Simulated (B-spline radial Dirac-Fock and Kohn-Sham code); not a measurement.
## Atomic bismuth: differential elastic cross section for electrons at 153 eV

Calculated with a B-spline atomic structure program, using relativistic (Dirac) partial waves in the static field of the Dirac-Fock atom with Furness-McCarthy exchange, without polarisation or absorption potentials. Below a few hundred eV the neglected polarisation potential matters, most of all at small angles.

```
θ (°)  dσ/dΩ (Å²/sr)  Sherman function
    5           24.1             0.000
   10           16.3             0.003
   15           9.88             0.010
   20           5.99             0.023
   25           3.62             0.043
   30           2.06             0.069
   35           1.05             0.097
   40          0.502             0.102
   45          0.290             0.000
   50          0.276            -0.147
   55          0.335            -0.196
   60          0.384            -0.193
   65          0.390            -0.176
   70          0.356            -0.150
   75          0.301            -0.114
   80          0.243            -0.062
   85          0.189             0.003
   90          0.141             0.078
   95         0.0972             0.162
  100         0.0570             0.271
  105         0.0250             0.452
  110        0.00716             0.681
  115        0.00752            -0.295
  120         0.0244            -0.356
  125         0.0500            -0.270
  130         0.0733            -0.221
  135         0.0842            -0.195
  140         0.0784            -0.186
  145         0.0587            -0.191
  150         0.0340            -0.206
  155         0.0148            -0.196
  160        0.00851             0.040
  165         0.0161             0.138
  170         0.0321             0.081
  175         0.0473             0.035
```

The total elastic cross section is 8.93 Å², the first transport cross section 1.66 Å² and the second, weighted with (3/2) sin²θ, 3.11 Å². The mean deflection is ⟨1 − cos θ⟩ = 0.186, and 3.4 % of the collisions scatter beyond 90°.

On this grid of angles the cross section has minima near 50°, 110°, 160°, from interference among the few low partial waves with large phase shifts.

Phase shifts modulo π (rad) for κ = −1 to −5: 1.085, -1.346, -0.929, -1.133, 1.454.
